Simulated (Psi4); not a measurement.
Input for Psi4: SAPT0/aug-cc-pVDZ on CH7NSe (a complex), monomers drawn apart or pushed together.

```
memory 2025 MB

molecule dimer {
0 1
C     0.42266920   -0.08409219   -0.17174038
N    -0.56392928    0.64091677    0.62844889
H     0.01573767   -1.05905078   -0.44483626
H     1.31075178   -0.26230605    0.43577258
H     0.73302948    0.42346912   -1.09424791
H    -1.41733207    0.79590041    0.10579976
H    -0.21135666    1.55009867    0.90148183
--
0 1
Se   -0.54642518   -1.30279962    5.88829081
H    -1.00218784   -2.32958886    4.94683557
H    -0.42056896   -2.29451189    6.97753781
units angstrom
symmetry c1
no_reorient
no_com
}

set {
  basis aug-cc-pVDZ
  scf_type df
  freeze_core true
}

energy('sapt0')
```

It printed:

```
[...]
==> Input File <==

--------------------------------------------------------------------------
memory 2025 MB

molecule dimer {
0 1
C     0.42266920   -0.08409219   -0.17174038
N    -0.56392928    0.64091677    0.62844889
H     0.01573767   -1.05905078   -0.44483626
H     1.31075178   -0.26230605    0.43577258
H     0.73302948    0.42346912   -1.09424791
H    -1.41733207    0.79590041    0.10579976
H    -0.21135666    1.55009867    0.90148183
--
0 1
Se   -0.54642518   -1.30279962    5.88829081
H    -1.00218784   -2.32958886    4.94683557
H    -0.42056896   -2.29451189    6.97753781
units angstrom
symmetry c1
no_reorient
no_com
}

set {
  basis aug-cc-pVDZ
  scf_type df
  freeze_core true
}

energy('sapt0')
--------------------------------------------------------------------------


   => Loading Basis Set <=

    Name: AUG-CC-PVDZ
    Role: ORBITAL
    Keyword: BASIS
    atoms 1         entry C          line   182 file aug-cc-pvdz.gbs
    atoms 2         entry N          line   218 file aug-cc-pvdz.gbs
    atoms 3-7, 9-10 entry H          line    40 file aug-cc-pvdz.gbs
    atoms 8         entry SE         line  3217 file aug-cc-pvdz.gbs

   => Loading Basis Set <=

    Name: AUG-CC-PVDZ
    Role: ORBITAL
    Keyword: BASIS
    atoms 1         entry C          line   182 file aug-cc-pvdz.gbs
    atoms 2         entry N          line   218 file aug-cc-pvdz.gbs
    atoms 3-7, 9-10 entry H          line    40 file aug-cc-pvdz.gbs
    atoms 8         entry SE         line  3217 file aug-cc-pvdz.gbs


  //>>>>>>>>>>>>>>>>>>>>>>>>>>>>>>>>>>>//
  //              Dimer HF             //
  //<<<<<<<<<<<<<<<<<<<<<<<<<<<<<<<<<<<//

   => Libint2 <=

    Primary   basis highest AM E, G, H:  7, 6, 3
    Auxiliary basis highest AM E, G, H:  7, 7, 4
    Onebody   basis highest AM E, G, H:  -, -, -
    Solid Harmonics ordering:            Gaussian


   => Loading Basis Set <=

    Name: AUG-CC-PVDZ
    Role: ORBITAL
    Keyword: BASIS
    atoms 1         entry C          line   182 file aug-cc-pvdz.gbs
    atoms 2         entry N          line   218 file aug-cc-pvdz.gbs
    atoms 3-7, 9-10 entry H          line    40 file aug-cc-pvdz.gbs
    atoms 8         entry SE         line  3217 file aug-cc-pvdz.gbs


         ---------------------------------------------------------
                                   SCF
               by Justin Turney, Rob Parrish, Andy Simmonett
                          and Daniel G. A. Smith
                              RHF Reference
                        1 Threads,   1931 MiB Core
         ---------------------------------------------------------

  ==> Geometry <==

    Molecular point group: c1
    Full point group: C1

    Geometry (in Angstrom), charge = 0, multiplicity = 1:

       Center              X                  Y                   Z               Mass
    ------------   -----------------  -----------------  -----------------  -----------------
         C            0.422669200000    -0.084092190000    -0.171740380000    12.000000000000
         N           -0.563929280000     0.640916770000     0.628448890000    14.003074004430
         H            0.015737670000    -1.059050780000    -0.444836260000     1.007825032230
         H            1.310751780000    -0.262306050000     0.435772580000     1.007825032230
         H            0.733029480000     0.423469120000    -1.094247910000     1.007825032230
         H           -1.417332070000     0.795900410000     0.105799760000     1.007825032230
         H           -0.211356660000     1.550098670000     0.901481830000     1.007825032230
         SE          -0.546425180000    -1.302799620000     5.888290810000    79.916521800000
         H           -1.002187840000    -2.329588860000     4.946835570000     1.007825032230
         H           -0.420568960000    -2.294511890000     6.977537810000     1.007825032230

  Running in c1 symmetry.

  Rotational constants: A =      0.65911  B =      0.00557  C =      0.00554 [cm^-1]
  Rotational constants: A =  19759.69556  B =    167.05628  C =    166.22101 [MHz]
  Nuclear repulsion =  123.815156722479870

  Charge       = 0
  Multiplicity = 1
  Electrons    = 54
  Nalpha       = 27
  Nbeta        = 27

  ==> Algorithm <==

  SCF Algorithm Type is DF.
  DIIS enabled.
  MOM disabled.
  Fractional occupation disabled.
  Guess Type is SAD.
  Energy threshold   = 1.00e-08
  Density threshold  = 1.00e-08
  Integral threshold = 1.00e-12

  ==> Primary Basis <==

  Basis Set: AUG-CC-PVDZ
    Blend: AUG-CC-PVDZ
    Number of shells: 67
    Number of basis functions: 145
    Number of Cartesian functions: 152
    Spherical Harmonics?: true
    Max angular momentum: 2

   => Loading Basis Set <=

    Name: (AUG-CC-PVDZ AUX)
    Role: JKFIT
    Keyword: DF_BASIS_SCF
    atoms 1         entry C          line   154 file aug-cc-pvdz-jkfit.gbs
    atoms 2         entry N          line   212 file aug-cc-pvdz-jkfit.gbs
    atoms 3-7, 9-10 entry H          line    70 file aug-cc-pvdz-jkfit.gbs
 
[...]
12417
     145A     25.391596

    Final Occupation by Irrep:
              A
    DOCC [    18 ]
    NA   [    18 ]
    NB   [    18 ]

  @DF-RHF Final Energy: -2400.34713524281278

   => Energetics <=

    Nuclear Repulsion Energy =             24.6952220334845371
    One-Electron Energy =               -3392.7659110593285732
    Two-Electron Energy =                 967.7235537830310932
    Total Energy =                      -2400.3471352428127830

Computation Completed


Properties will be evaluated at   0.000000,   0.000000,   0.000000 [a0]

Properties computed using the SCF density matrix


 Multipole Moments:

 ------------------------------------------------------------------------------------
     Multipole            Electronic (a.u.)      Nuclear  (a.u.)        Total (a.u.)
 ------------------------------------------------------------------------------------

 L = 1.  Multiply by 2.5417464519 to convert [e a0] to [Debye]
 Dipole X            :         37.7428875          -37.7968146           -0.0539271
 Dipole Y            :         92.1185755          -92.4440563           -0.3254807
 Dipole Z            :       -400.8395339          400.8605372            0.0210033
 Magnitude           :                                                    0.3305858

 ------------------------------------------------------------------------------------

  Constructing Basis Sets for SAPT...

   => Loading Basis Set <=

    Name: (AUG-CC-PVDZ AUX)
    Role: RIFIT
    Keyword: DF_BASIS_SAPT
    atoms 1         entry C          line   112 file aug-cc-pvdz-ri.gbs
    atoms 2         entry N          line   158 file aug-cc-pvdz-ri.gbs
    atoms 3-7, 9-10 entry H          line    30 file aug-cc-pvdz-ri.gbs
    atoms 8         entry SE         line   900 file aug-cc-pvdz-ri.gbs

   => Loading Basis Set <=

    Name: (AUG-CC-PVDZ AUX)
    Role: JKFIT
    Keyword: DF_BASIS_ELST
    atoms 1         entry C          line   154 file aug-cc-pvdz-jkfit.gbs
    atoms 2         entry N          line   212 file aug-cc-pvdz-jkfit.gbs
    atoms 3-7, 9-10 entry H          line    70 file aug-cc-pvdz-jkfit.gbs
    atoms 8         entry SE         line  1269 file aug-cc-pvdz-jkfit.gbs


  //>>>>>>>>>>>>>>>>>>>>>>>>>>>>>>>>>>>//
  //               SAPT0               //
  //<<<<<<<<<<<<<<<<<<<<<<<<<<<<<<<<<<<//



        SAPT0
    Ed Hohenstein
     6 June 2009

      Orbital Information
  --------------------------
    NSO        =       145
    NMO        =       145
    NRI        =       435
    NRI (Elst) =       590
    NOCC A     =         9
    NOCC B     =        18
    FOCC A     =         2
    FOCC B     =         9
    NVIR A     =       136
    NVIR B     =       127

    Elst10,r            =    -0.000292822154 [Eh]
    Exch10              =     0.000004119684 [Eh]
    Exch10 (S^2)        =     0.000004119660 [Eh]

    Maxiter = 50
    CPHF R converge = 1.000000E-08

    Iter     Energy [mEh]          dE [mEh]         Residual      Time [s]
       1      -0.00351002       0.003510023     2.708161e-04             0
       2      -0.00396826       0.000458233     1.172671e-04             0
       3      -0.00408849       0.000120235     3.106535e-05             0
       4      -0.00408395      -0.000004542     9.571510e-06             0
       5      -0.00407306      -0.000010889     1.621863e-06             0
       6      -0.00407455       0.000001486     5.499829e-07             0
       7      -0.00407467       0.000000126     1.456686e-07             0
       8      -0.00407456      -0.000000107     3.271097e-08             0
       9      -0.00407458       0.000000011     9.354549e-09             0

    CHF Iterations converged

    Maxiter = 50
    CPHF R converge = 1.000000E-08

    Iter     Energy [mEh]          dE [mEh]         Residual      Time [s]
       1      -0.02225783       0.022257828     9.740543e-04             0
       2      -0.02118976      -0.001068072     1.951019e-04             0
       3      -0.02266500       0.001475243     3.132302e-05             0
       4      -0.02262809      -0.000036906     1.417020e-05             0
       5      -0.02261492      -0.000013175     3.034863e-06             1
       6      -0.02261921       0.000004292     8.124704e-07             1
       7      -0.02261899      -0.000000223     2.525077e-07             1
       8      -0.02261883      -0.000000154     7.156599e-08             1
       9      -0.02261888       0.000000044     1.156466e-08             1
      10      -0.02261887      -0.000000003     2.241613e-09             1

    CHF Iterations converged

    Ind20,r (A<-B)      =    -0.000004074576 [Eh]
    Ind20,r (B<-A)      =    -0.000022618873 [Eh]
    Ind20,r             =    -0.000026693449 [Eh]
    Exch-Ind20,r (A<-B) =     0.000002244211 [Eh]
    Exch-Ind20,r (B<-A) =     0.000000224559 [Eh]
    Exch-Ind20,r        =     0.000002468770 [Eh]
    Disp20              =    -0.000178317315 [Eh]
    Disp20 (SS)         =    -0.000089158657 [Eh]
    Disp20 (OS)         =    -0.000089158657 [Eh]
    Exch-Disp20         =     0.000000850201 [Eh]
    Exch-Disp20 (SS)    =     0.000000604153 [Eh]
    Exch-Disp20 (OS)    =     0.000000246048 [Eh]

    SAPT Results
  --------------------------------------------------------------------------------------------------------
    Electrostatics                 -0.29282215 [mEh]      -0.18374868 [kcal/mol]      -0.76880446 [kJ/mol]
      Elst10,r                     -0.29282215 [mEh]      -0.18374868 [kcal/mol]      -0.76880446 [kJ/mol]

    Exchange                        0.00411968 [mEh]       0.00258514 [kcal/mol]       0.01081623 [kJ/mol]
      Exch10                        0.00411968 [mEh]       0.00258514 [kcal/mol]       0.01081623 [kJ/mol]
      Exch10(S^2)                   0.00411966 [mEh]       0.00258513 [kcal/mol]       0.01081616 [kJ/mol]

    Induction                      -0.02474509 [mEh]      -0.01552778 [kcal/mol]      -0.06496822 [kJ/mol]
      Ind20,r                      -0.02669345 [mEh]      -0.01675039 [kcal/mol]      -0.07008364 [kJ/mol]
      Exch-Ind20,r                  0.00246877 [mEh]       0.00154918 [kcal/mol]       0.00648175 [kJ/mol]
      delta HF,r (2)               -0.00052041 [mEh]      -0.00032656 [kcal/mol]      -0.00136634 [kJ/mol]

    Dispersion                     -0.17746711 [mEh]      -0.11136230 [kcal/mol]      -0.46593984 [kJ/mol]
      Disp20                       -0.17831731 [mEh]      -0.11189580 [kcal/mol]      -0.46817205 [kJ/mol]
      Exch-Disp20                   0.00085020 [mEh]       0.00053351 [kcal/mol]       0.00223220 [kJ/mol]
      Disp20 (SS)                  -0.08915866 [mEh]      -0.05594790 [kcal/mol]      -0.23408602 [kJ/mol]
      Disp20 (OS)                  -0.08915866 [mEh]      -0.05594790 [kcal/mol]      -0.23408602 [kJ/mol]
      Exch-Disp20 (SS)              0.00060415 [mEh]       0.00037911 [kcal/mol]       0.00158620 [kJ/mol]
      Exch-Disp20 (OS)              0.00024605 [mEh]       0.00015440 [kcal/mol]       0.00064600 [kJ/mol]

  Total HF                         -0.31344756 [mEh]      -0.19669131 [kcal/mol]      -0.82295645 [kJ/mol]
  Total SAPT0                      -0.49091467 [mEh]      -0.30805361 [kcal/mol]      -1.28889630 [kJ/mol]

  Special recipe for scaled SAPT0 (see Manual):
    Electrostatics sSAPT0          -0.29282215 [mEh]      -0.18374868 [kcal/mol]      -0.76880446 [kJ/mol]
    Exchange sSAPT0                 0.00411968 [mEh]       0.00258514 [kcal/mol]       0.01081623 [kJ/mol]
    Induction sSAPT0               -0.02474509 [mEh]      -0.01552778 [kcal/mol]      -0.06496822 [kJ/mol]
    Dispersion sSAPT0              -0.17746711 [mEh]      -0.11136230 [kcal/mol]      -0.46593984 [kJ/mol]
  Total sSAPT0                     -0.49091467 [mEh]      -0.30805361 [kcal/mol]      -1.28889630 [kJ/mol]
  --------------------------------------------------------------------------------------------------------



*** Psi4 exiting successfully. Buy a developer a beer!
```

The run finished.

Cost: around 18 core-seconds (rough).
